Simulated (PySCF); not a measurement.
Compound: C₅H₁₀ClNO.
Structure used (GFN2-xTB), in Å, numbered top down from 1:
```
atom  x, y, z in Å
C1    -2.107    1.129   -0.299
N2    -1.051    0.182   -0.013
C3    -1.517   -1.097    0.459
C4     0.234    0.554   -0.206
O5     0.530    1.662   -0.612
C6     1.307   -0.486    0.110
C7     2.678    0.108   -0.167
Cl8    3.948   -1.087    0.197
H9    -2.768    0.736   -1.074
H10   -1.649    2.053   -0.646
H11   -2.692    1.327    0.601
H12   -2.098   -0.964    1.376
H13   -0.696   -1.775    0.664
H14   -2.168   -1.554   -0.291
H15    1.242   -0.778    1.161
H16    1.160   -1.372   -0.512
H17    2.860    0.982    0.457
H18    2.779    0.387   -1.215
```

The closed-shell SCF was solved with PySCF and density fitting under several settings on one GFN2-xTB geometry (grid level 2 and gas phase unless stated).

```json
{"settings": "PBE/def2-SVPD", "basis functions": "250", "SCF cycles": "16", "E (Eh)": "-785.7914", "HOMO (eV)": "-5.93", "LUMO (eV)": "-0.58", "dipole (D)": "4.20"}
{"settings": "HSE06/pcSseg-1", "basis functions": "193", "SCF cycles": "14", "E (Eh)": "-786.2024", "HOMO (eV)": "-6.79", "LUMO (eV)": "0.28", "dipole (D)": "4.29"}
```

Q: Estimate the rows for these settings: (1) PBE0/pcSseg-1, IEF-PCM acetonitrile, fitting basis def2-qzvpp-jkfit; (2) wB97X/pcSseg-0, IEF-PCM dimethylsulfoxide.

A: 
```csv
settings,basis functions,SCF cycles,E (Eh),HOMO (eV),LUMO (eV),dipole (D)
"PBE0/pcSseg-1, IEF-PCM acetonitrile, fitting basis def2-qzvpp-jkfit",193,11,-786.1683,-7.00,0.80,5.51
"wB97X/pcSseg-0, IEF-PCM dimethylsulfoxide",96,14,-785.4069,-9.28,3.14,5.52
```

Q: Over all rows, what range does the HOMO–LUMO gap span?

A: From 5.35 eV (PBE/def2-SVPD) to 12.42 eV (wB97X/pcSseg-0, IEF-PCM dimethylsulfoxide). The functional of the narrowest has no exact exchange, that of the widest range-separated exact exchange.

Q: And the dipole moment?

A: From 4.20 D (PBE/def2-SVPD) to 5.52 D (wB97X/pcSseg-0, IEF-PCM dimethylsulfoxide); the largest is 1.31 times the smallest, and the median is 4.90 D.

Whole jobs, the steps after the SCF included, on x86-64 server, one thread, shared host:

| settings | work after the SCF | wall time |
| --- | --- | --- |
| PBE/def2-SVPD | 1 singlet by TDA, 2 Tamm–Dancoff triplets, polarisability, density and orbital grids written | 78 s |
| HSE06/pcSseg-1 | shieldings, charges and field gradients | 70 s |
| PBE0/pcSseg-1, IEF-PCM acetonitrile, fitting basis def2-qzvpp-jkfit | shieldings | 36 s |
| wB97X/pcSseg-0, IEF-PCM dimethylsulfoxide | shieldings, charges and field gradients | 27 s |

Cycle counts include a coarse-grid stage where the run had one. One conformer (not necessarily the lowest) at the GFN2-xTB geometry, without vibrations or thermal averaging.
